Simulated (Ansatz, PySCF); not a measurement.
Process, species as SMILES: C=CCB(C)C [dimethyl(prop-2-enyl)borane] + 2 B (BH3) + 2 C (CH4) → 3 BC (CH5B) [methylborane] + C=C (C2H4) + CC (C2H6)
Each molecule is optimised on its own at B3LYP-D3(BJ)/def2-TZVP (Ansatz, a program for electronic structure), one conformer each, not searched for the lowest. Frequencies are from Ansatz or PySCF.
Geometry of the first species:
```xyz
17

C      2.3048     0.0343    -0.8497
C      1.4015    -0.6655    -0.1703
C      0.5428    -0.1290     0.9419
B     -0.8727     0.1281     0.2784
C     -1.8282    -1.0750    -0.0385
C     -1.2921     1.6001    -0.0632
H      2.5227     1.0680    -0.6055
H      2.8652    -0.4056    -1.6643
H      1.2164    -1.6964    -0.4591
H      0.4722    -0.8766     1.7390
H      0.9881     0.7797     1.3524
H     -1.4129    -2.0655     0.1549
H     -2.7278    -0.9666     0.5821
H     -2.1902    -1.0399    -1.0708
H     -2.1771     1.6958    -0.6945
H     -0.4675     2.1512    -0.5257
H     -1.4980     2.1259     0.8788
```
Charge 0, spin multiplicity 1.

Property: bond separation energy (0 K, with B3LYP-D3(BJ) harmonic zero-point energies), in kcal/mol. Valence correlation only, unless marked. No spin-orbit coupling. Non-relativistic. CBS marks a two-point X^-3 extrapolation of the correlation energy; Hartree-Fock from the larger set. The bracket is a focal-point correction in the basis named.

| level | program | bond separation energy (kcal/mol) |
|---|---|---|
| PBE-D4/def2-TZVPD | Ansatz + dftd4 | 6.2 |
| B3LYP/def2-TZVPD | Ansatz | [?] |
| LC-wPBE/def2-TZVPD | Ansatz | [?] |
| wB97X-V/def2-TZVPD | Ansatz | 6.3 |
| wB97X/def2-TZVPD | Ansatz | 5.1 |
| B2PLYP-D4/def2-TZVPD | Ansatz + dftd4 | [?] |
| SCS-MP2/aug-cc-pVDZ | Ansatz | 9.1 |
| RI-MP2/CBS(cc-pVTZ,cc-pVQZ)+[CCSD(T)-MP2]/cc-pVTZ | Ansatz | 7.4 |

What belongs in the gaps?


- B3LYP/def2-TZVPD, bond separation energy (kcal/mol): 3.0
- LC-wPBE/def2-TZVPD, bond separation energy (kcal/mol): 4.3
- B2PLYP-D4/def2-TZVPD, bond separation energy (kcal/mol): 7.5
